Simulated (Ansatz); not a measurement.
Compare A (`NC1(O)N[SiH2]1`) with its isomer B (`NC(=O)N[SiH3]`).

Isolated molecules relaxed with PBE0-D4/def2-TZVP in Ansatz; ΔE leaves out vibrations. CCSD(T)/CBS is the MP2 limit (def2-TZVPP, def2-QZVPP) plus CCSD(T) − MP2 in def2-TZVPP, frozen cores. Functionals use def2-TZVPP. B3LYP here is the variant with VWN-RPA as its local correlation; programs differ in this. Each species was taken in one conformer, which may not be the lowest.

A:

```xyz
11

N     1.172   -0.958    0.293
C     0.276   -0.029   -0.301
O     0.662    0.317   -1.603
N    -1.147   -0.348   -0.196
Si   -0.768    0.980    0.858
H     2.061   -0.517    0.486
H     1.349   -1.719   -0.360
H    -0.147    0.526   -2.082
H    -1.373   -1.291    0.091
H    -0.677    0.776    2.323
H    -1.408    2.264    0.493
```

B:

Z-matrix (Å, degrees):
```
Si
N 1 1.750
H 1 1.480 2 111.4
H 1 1.488 2 103.4 3 117.4
H 1 1.480 2 112.2 3 -125.0
C 2 1.369 1 116.3 3 63.4
H 2 1.006 1 123.5 3 -124.1
O 6 1.219 2 120.0 1 -0.9
N 6 1.368 2 117.1 1 177.5
H 9 1.005 6 114.7 2 169.5
H 9 1.004 6 120.1 2 23.1
```

Question: Which isomer does CCSD(T)/CBS put lower? Give the gap. (An estimate is asked.)

Answer: Computed: B, by 223.5 kJ/mol.

Question: Give E(B) − E(A) in kJ/mol with B3LYP, CCSD/def2-TZVPP, MP2/def2-TZVPP, B3LYP-D4, B2PLYP, PBE0-D4, PBE-D4. (Best estimate.)

Answer: The calculation gave: B3LYP -242.8, CCSD/def2-TZVPP -233.3, MP2/def2-TZVPP -227.9, B3LYP-D4 -241.1, B2PLYP -240.4, PBE0-D4 -223.5, PBE-D4 -217.4. None reverses the order clearly.

Largest T1 diagnostic: 0.014.

In def2-TZVPP, CCSD(T) changes the Hartree–Fock value by +55.7 kJ/mol (the triples alone add +4.8 kJ/mol) and MP2 by +56.4 kJ/mol. From PBE to PBE0 (25 % exact exchange), in def2-TZVPP and without D4, E(B) − E(A) moves by −5.9 kJ/mol.
